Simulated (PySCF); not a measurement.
# Spinor energies of Ba³¹⁺ (barium, charge +31)

Start: [Ar] 3d7; 3d3/2 filled at m_j = -3/2, -1/2, +1/2, +3/2; 3d5/2 filled at m_j = +1/2, +3/2, +5/2. Calculated with PySCF 2.14 in an even-tempered Gaussian basis (16 s from 5.2 bohr⁻², ratio 2.8; 12 p from 6.8 bohr⁻², ratio 2.8; 8 d from 6.8 bohr⁻², ratio 2.8; 3 f from 26 bohr⁻², ratio 3): generalised Hartree-Fock with the X2C-1e Hamiltonian and a Gaussian nucleus; one run each with spin-orbit coupling (SO) switched off, then screened by Boettger's factors.

| spinor shell | electrons | ε, spin-free (eV) | ε, screened SO (eV) | weight of nominal j (screened SO) | rms radius, screened SO (bohr) |
| --- | --- | --- | --- | --- | --- |
| 1s1/2 | 2 | -38920.5 | -38915.0 | 1.000 | 0.0292 |
| 2s1/2 | 2 | -7311.0 | -7308.7 | 1.000 | 0.118 |
| 2p1/2 | 2 | -6685.4 | -6957.6 | 1.000 | 0.102 |
| 2p3/2 | 4 | -6685.4 | -6562.7 | 1.000 | 0.107 |
| 3s1/2 | 2 | -2445.5 | -2444.9 | 1.000 | 0.300 |
| 3p1/2 | 2 | -2238.1 | -2303.3 | 0.994 | 0.290 |
| 3p3/2 | 4 | -2238.1 | -2208.3 | 0.997 | 0.301 |
| 3d3/2 | 4 | -1972.4 | -1981.6 | 0.923 | 0.268 |
| 3d5/2 | 3 | -1972.4 | -1963.7 | 0.921 | 0.270 |

```
   quantity    spin-free  screened SO
E (hartree)  -7535.55330  -7539.17489
        M_J          9/2          9/2
       ⟨J²⟩       24.751       24.751
       ⟨L²⟩       12.000       14.395
       ⟨S²⟩        3.750        2.955
```

Each row is a mean over spinors that exchange with the open shell spreads, by up to 32.569 eV (3p3/2).

Breit and QED terms are absent; they matter most for the inner s and p1/2 levels.

Densities and radii are taken from the X2C orbitals without a picture-change correction, which distorts them close to the nucleus.

Without spin-orbit coupling the j labels of p, d and f shells carry no meaning; the spin-free column gives the mean over the occupied spinors of each nl shell.
